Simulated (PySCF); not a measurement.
**[Bi(SH)4]+ at several levels of theory**

Computed with PySCF 2.14.0 (density fitting, no spin-orbit coupling) at the geometry relaxed with B3LYP:

```xyz
9
[Bi(SH)4]+ (singlet)
Bi    0.1507    0.3588   -0.0092
S     0.0306   -1.3355    1.8577
H    -0.5056   -0.4430    2.7306
S     0.2906   -0.9645   -2.1537
H    -0.5400   -1.9358   -1.6875
S     2.1511    1.8951    0.0172
H     2.9809    0.9420   -0.4837
S    -1.8722    1.8421    0.2637
H    -1.3605    2.8161   -0.5352
```

```tsv
level	basis	state	HOMO (eV)	gap (eV)	charge on Bi1 (e)	dipole about the centre of mass (D)	largest force component (eV/Å)
B3LYP	Bi def2-SVP with ECP60, S def2-SVP, H def2-SVP	singlet	-12.07	2.78	0.69	0.04	0.02
BP86	the same	singlet	-11.21	1.29	0.63	0.04	0.26
r2SCAN	the same	singlet	-11.49	1.59	0.74	0.04	0.19
PBE	the same	singlet	-11.11	1.30	0.64	0.04	0.21
M06-L	the same	singlet	-11.48	1.54	0.96	0.04	0.17
B3LYP	Bi x2c-SVPall, S x2c-SVPall, H x2c-SVPall	singlet	-12.06	2.75	0.67	0.04	0.08
```

Charges are Mulliken's, which hang on the basis. The relaxation used the grid (50, 194), these runs (75, 302) or, all-electron (x2c bases, spin-free X2C Hamiltonian), (99, 590).

Q: What does B3LYP with Bi def2-TZVP with ECP60, S def2-TZVP, H def2-TZVP give here?

A: state singlet, HOMO (eV) -12.13, gap (eV) 2.82, charge on Bi1 (e) 0.86, dipole about the centre of mass (D) 0.03, largest force component (eV/Å) 0.34. Time: 15 s on 2 threads of Intel(R) Xeon(R) 6975P-C (Granite Rapids) (shared host), from free ions and atoms.

In the first row's basis the gap widens with exact exchange: 1.3 to 1.6 eV for BP86, PBE, M06-L, r2SCAN (none); 2.8 eV for B3LYP (a fixed share).
